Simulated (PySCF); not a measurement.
H₄RuO + Cl₂ → HRu(OH) + 2 HCl

Level: PBE0 in the def2-TZVP basis family, computed in PySCF with density fitting; scalar-relativistic core potentials for atoms from Rb on, none lighter, no spin–orbit coupling; open shells unrestricted.

```json
{"species": "H₄RuO", "state and structure": "singlet, C4v, Ru–H 1.580 Å (×4), Ru–O 1.618 Å; H–Ru–H 76.5° (×4), H–Ru–H 122.3° (×2), H–Ru–O 118.8° (×4)", "E (Eh)": "-172.40737", "ZPE (kJ/mol)": "89.0", "H(298 K) − H(0) (kJ/mol)": "12.1", "S° (J/(mol K))": "255.6"}
{"species": "Cl₂", "state and structure": "singlet, D∞h, Cl–Cl 1.982 Å", "E (Eh)": "-920.08940", "ZPE (kJ/mol)": "3.5", "H(298 K) − H(0) (kJ/mol)": "9.1", "S° (J/(mol K))": "222.5"}
{"species": "HRu(OH)", "state and structure": "triplet, Cs, O–H 0.963 Å, Ru–H 1.565 Å, Ru–O 1.848 Å; H–O–Ru 114.7°, H–Ru–O 100.2°", "E (Eh)": "-171.20221", "ZPE (kJ/mol)": "49.2", "H(298 K) − H(0) (kJ/mol)": "12.4", "S° (J/(mol K))": "277.3"}
{"species": "HCl", "state and structure": "singlet, C∞v, H–Cl 1.279 Å", "E (Eh)": "-460.66440", "ZPE (kJ/mol)": "17.9", "H(298 K) − H(0) (kJ/mol)": "8.7", "S° (J/(mol K))": "186.6"}
```

(1) What is the electronic reaction energy?

(2) Add zero-point, thermal and entropy terms for 298.15 K and 1 bar.

Answers

(1) At PBE0/def2-TZVP, ΔE = -89.9 kJ/mol from the differences of the total energies times 2625.5, downhill. 

(2) ΔZPE = -7.5 and Δ[H(298) − H(0)] = 8.6 kJ/mol give ΔH° = -88.8 kJ/mol. ΔS° = 172.4 J/(mol K), so ΔG° = -88.8 − 298.15 × (0.1724) = -140 kJ/mol and log₁₀K = 24.6.

Open d or f shells are single determinants, so the state found may not be the ground state. Each species is the lowest minimum found with this bonding; other isomers or fragments can lie lower.
